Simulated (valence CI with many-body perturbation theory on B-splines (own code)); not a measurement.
**Er⁵⁴⁺: electric-dipole lines**

Computed by relativistic CI+MBPT: four valence electrons over a frozen Dirac-Fock core [Ne], radial functions for each j: 11 s, 11 p, 9 d, 7 f, 5 g, 2 h, 1 i, with the one-electron correlation potential Σ1 (screened to all orders), the two-electron term Σ2, the three-electron term Σ3, Breit, model QED; selected single and double excitations, second order for the rest (own B-spline code, finite nucleus).

No measured spectrum was set against this ion. As an estimate, large intervals hold to a few tenths of a per cent, small ones and those within an open d or f shell to about a per cent.

Lines 1 to 50 of 230 in falling wavelength, among levels below 7652.8 × 10³ cm⁻¹, chosen from the strongest by gf and those to the six lowest levels. Wavelengths and rates use the calculated energies. Electric multipoles are in the length gauge, E1 and E2 with the static RPA response of the core. Weak lines are less certain than strong ones. Lines between different terms over intervals too small for the method are left out, as are lines whose strength nearly cancels. Where a level lies close to another of its J and parity, the split of strength between their lines is uncertain. The highest levels of a list are the least certain.

Levels are named by their leading jj configuration (3d3/2^4 stands for four electrons in 3d with j = 3/2), which in mixed levels can hold well under half, so a name can repeat and another be missing. Letters in brackets count levels of one name in rising energy.

```csv
λ vac (nm),Upper,Lower,A (s⁻¹),S (a.u.) with core polarisation,S without
26.42,(3s^2 3p3/2^2) J=2,(3s^2 3p1/2 3d3/2) J=2,6.33e+05,2.88e-05,2.93e-05
17.18,(3s^2 3p3/2^2) J=2,(3s 3p1/2^2 3p3/2) J=1,3.28e+07,4.10e-04,4.17e-04
13.69,(3s^2 3p3/2^2) J=0,(3s 3p1/2^2 3p3/2) J=1,6.84e+07,8.66e-05,8.80e-05
12.68,(3s^2 3p3/2^2) J=2,(3s 3p1/2^2 3p3/2) J=2,3.37e+07,1.70e-04,1.72e-04
12.05,(3s 3p1/2 3p3/2 3d3/2) J=3 [a],(3s^2 3p3/2 3d3/2) J=2,1.78e+09,1.08e-02,1.09e-02
10.43,(3s 3p1/2^2 3d3/2) J=2,(3s^2 3p1/2 3d3/2) J=1,6.19e+09,1.73e-02,1.76e-02
10.36,(3s 3p1/2 3p3/2 3d5/2) J=4 [a],(3s^2 3p3/2 3d5/2) J=4,2.19e+09,1.08e-02,1.10e-02
10.32,(3s 3p1/2 3p3/2 3d3/2) J=4,(3s^2 3p3/2 3d3/2) J=3,7.12e+09,3.48e-02,3.54e-02
9.552,(3s 3p1/2 3p3/2 3d5/2) J=4 [b],(3s^2 3p3/2 3d5/2) J=3,4.96e+09,1.92e-02,1.95e-02
9.500,(3s 3p1/2 3p3/2 3d3/2) J=2 [c],(3s^2 3p3/2 3d3/2) J=2,5.53e+09,1.17e-02,1.19e-02
8.949,(3s 3p1/2^2 3p3/2) J=2,(3s^2 3p1/2 3p3/2) J=2,9.01e+09,1.59e-02,1.62e-02
8.857,(3s 3p1/2 3p3/2 3d5/2) J=5,(3s^2 3p3/2 3d5/2) J=4,1.66e+10,6.26e-02,6.37e-02
8.850,(3s 3p1/2 3p3/2 3d3/2) J=2 [d],(3s^2 3p3/2 3d3/2) J=1,6.15e+09,1.05e-02,1.07e-02
8.819,(3s 3p1/2 3p3/2 3d5/2) J=3 [a],(3s^2 3p3/2 3d5/2) J=2,6.51e+09,1.54e-02,1.57e-02
8.721,(3s 3p1/2 3p3/2^2) J=3,(3s^2 3p3/2^2) J=2,1.07e+10,2.45e-02,2.50e-02
8.673,(3s 3p1/2 3p3/2 3d5/2) J=4 [c],(3s^2 3p3/2 3d5/2) J=3,9.39e+09,2.72e-02,2.76e-02
8.521,(3s 3p1/2^2 3d5/2) J=3,(3s^2 3p1/2 3d5/2) J=3,1.28e+10,2.75e-02,2.79e-02
8.511,(3s 3p1/2 3p3/2 3d3/2) J=1 [c],(3s^2 3p3/2 3d3/2) J=1,1.09e+10,9.96e-03,1.01e-02
8.471,(3s 3p1/2^2 3d5/2) J=3,(3s^2 3p1/2 3d5/2) J=2,2.07e+10,4.36e-02,4.43e-02
8.432,(3s 3p1/2^2 3p3/2) J=2,(3s^2 3p1/2 3p3/2) J=1,1.13e+10,1.68e-02,1.70e-02
8.420,(3s 3p1/2 3p3/2^2) J=1 [a],(3s^2 3p3/2^2) J=0,8.37e+09,7.40e-03,7.52e-03
8.418,(3s 3p1/2 3p3/2 3d3/2) J=3 [c],(3s^2 3p3/2 3d3/2) J=3,1.26e+10,2.60e-02,2.64e-02
8.389,(3s 3p1/2 3p3/2 3d5/2) J=1 [c],(3s^2 3p3/2 3d5/2) J=1,1.27e+10,1.11e-02,1.12e-02
8.269,(3s 3p1/2 3p3/2 3d5/2) J=3 [b],(3s^2 3p3/2 3d5/2) J=2,1.09e+10,2.12e-02,2.16e-02
8.247,(3s 3p1/2 3p3/2 3d5/2) J=1 [a],(3s^2 3p3/2 3d5/2) J=2,8.81e+09,7.32e-03,7.44e-03
8.233,(3s 3p1/2^2 3d3/2) J=1,(3s^2 3p1/2 3d3/2) J=2,2.58e+10,2.13e-02,2.17e-02
8.231,(3s 3p1/2 3p3/2 3d5/2) J=2 [c],(3s^2 3p3/2 3d5/2) J=1,1.14e+10,1.57e-02,1.60e-02
8.031,(3s 3p1/2 3p3/2 3d5/2) J=2 [b],(3s^2 3p3/2 3d5/2) J=2,1.43e+10,1.83e-02,1.86e-02
7.899,(3s 3p1/2^2 3d3/2) J=2,(3s^2 3p1/2 3d3/2) J=2,1.96e+10,2.38e-02,2.42e-02
7.885,(3s 3p1/2 3p3/2 3d5/2) J=2 [d],(3s^2 3p3/2 3d5/2) J=1,1.02e+10,1.24e-02,1.26e-02
7.870,(3s 3p1/2 3p3/2 3d3/2) J=2 [b],(3s 3p1/2 3p3/2^2) J=2 [b],9.28e+09,1.12e-02,1.13e-02
7.860,(3s 3p1/2 3p3/2 3d5/2) J=3 [d],(3s^2 3p3/2 3d5/2) J=3,1.73e+10,2.90e-02,2.94e-02
7.845,(3s 3p1/2^2 3d5/2) J=2,(3s^2 3p1/2 3d5/2) J=3,2.87e+10,3.42e-02,3.48e-02
7.827,(3s 3p1/2 3p3/2 3d3/2) J=2 [b],(3s 3p1/2 3p3/2^2) J=1 [a],7.00e+09,8.28e-03,8.42e-03
7.803,(3s 3p1/2^2 3d5/2) J=2,(3s^2 3p1/2 3d5/2) J=2,7.28e+09,8.53e-03,8.67e-03
7.790,(3s 3p1/2 3p3/2 3d5/2) J=2 [c],(3s^2 3p3/2 3d5/2) J=3,9.42e+09,1.10e-02,1.12e-02
7.739,(3s 3p1/2 3p3/2 3d5/2) J=4 [b],(3s^2 3p3/2 3d5/2) J=4,5.96e+09,1.23e-02,1.25e-02
7.554,(3s 3p1/2^2 3p3/2) J=1,(3s^2 3p1/2 3p3/2) J=2,3.39e+10,2.16e-02,2.20e-02
7.509,(3s 3p1/2 3p3/2 3d3/2) J=2 [a],(3s 3p1/2 3p3/2^2) J=3,1.67e+10,1.75e-02,1.78e-02
7.484,(3s 3p1/2 3p3/2^2) J=1 [a],(3s^2 3p3/2^2) J=2,1.32e+10,8.21e-03,8.34e-03
7.479,(3s 3p1/2 3p3/2 3d5/2) J=2 [d],(3s^2 3p3/2 3d5/2) J=3,1.31e+10,1.35e-02,1.37e-02
7.472,(3s 3p1/2 3p3/2 3d3/2) J=1 [d],(3s^2 3p3/2 3d3/2) J=2,1.11e+10,6.83e-03,6.94e-03
7.446,(3s 3p1/2 3p3/2^2) J=2 [b],(3s^2 3p3/2^2) J=2,1.94e+10,1.98e-02,2.01e-02
7.407,(3p1/2^2 3p3/2^2) J=0,(3s 3p1/2 3p3/2^2) J=1 [a],6.10e+10,1.22e-02,1.24e-02
7.250,(3s 3p1/2 3p3/2 3d5/2) J=3 [c],(3s^2 3p3/2 3d5/2) J=4,2.46e+10,3.23e-02,3.29e-02
7.182,(3s 3p1/2^2 3p3/2) J=1,(3s^2 3p1/2 3p3/2) J=1,1.08e+10,5.94e-03,6.04e-03
7.152,(3s 3p1/2 3p3/2 3d5/2) J=4 [c],(3s^2 3p3/2 3d5/2) J=4,1.55e+10,2.51e-02,2.56e-02
7.151,(3s 3p1/2 3p3/2 3d3/2) J=2 [e],(3s^2 3p3/2 3d3/2) J=3,2.44e+10,2.20e-02,2.24e-02
7.051,(3s 3p1/2^2 3d3/2) J=1,(3s 3p1/2^2 3p3/2) J=1,1.23e+10,6.36e-03,6.46e-03
7.036,(3s 3p1/2 3p3/2^2) J=1 [b],(3s^2 3p3/2^2) J=2,1.49e+10,7.67e-03,7.80e-03
```
